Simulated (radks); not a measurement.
Values are calculated unless marked as measured or tabulated.
Charge is removed step by step from the 3d5/2 level of neutral zinc, starting from [Ar] 3d(3/2: 4, 5/2: 6) 4s2. Code: a radial shooting solver on a logarithmic mesh with Libxc functionals. Model: Dirac Kohn-Sham, BLYP, spin-unpolarised, spherical densities, point nucleus.

[
 {"removed (e)": "0", "E - E(0) (eV)": "0.000", "eigenvalue (eV)": "-9.910", "E minus straight line (eV)": "0.000"},
 {"removed (e)": "0.125", "E - E(0) (eV)": "1.350", "eigenvalue (eV)": "-11.707", "E minus straight line (eV)": "-0.857"},
 {"removed (e)": "0.25", "E - E(0) (eV)": "2.930", "eigenvalue (eV)": "-13.572", "E minus straight line (eV)": "-1.485"},
 {"removed (e)": "0.375", "E - E(0) (eV)": "4.746", "eigenvalue (eV)": "-15.502", "E minus straight line (eV)": "-1.875"},
 {"removed (e)": "0.5", "E - E(0) (eV)": "6.808", "eigenvalue (eV)": "-17.496", "E minus straight line (eV)": "-2.021"},
 {"removed (e)": "0.625", "E - E(0) (eV)": "9.122", "eigenvalue (eV)": "-19.549", "E minus straight line (eV)": "-1.913"},
 {"removed (e)": "0.75", "E - E(0) (eV)": "11.697", "eigenvalue (eV)": "-21.661", "E minus straight line (eV)": "-1.545"},
 {"removed (e)": "0.875", "E - E(0) (eV)": "14.540", "eigenvalue (eV)": "-23.828", "E minus straight line (eV)": "-0.910"},
 {"removed (e)": "1", "E - E(0) (eV)": "17.657", "eigenvalue (eV)": "-26.050", "E minus straight line (eV)": "0.000"}
]

Removing the whole electron costs 17.657 eV by Delta-SCF, against 9.910 eV from minus the eigenvalue at the starting occupation. Slater's transition state (half an electron removed) gives 17.496 eV. Integrating minus the eigenvalue over the occupation (Janak's theorem) gives 17.657 eV. The mean slope of the eigenvalue, de/dn, is 16.1 eV per electron.
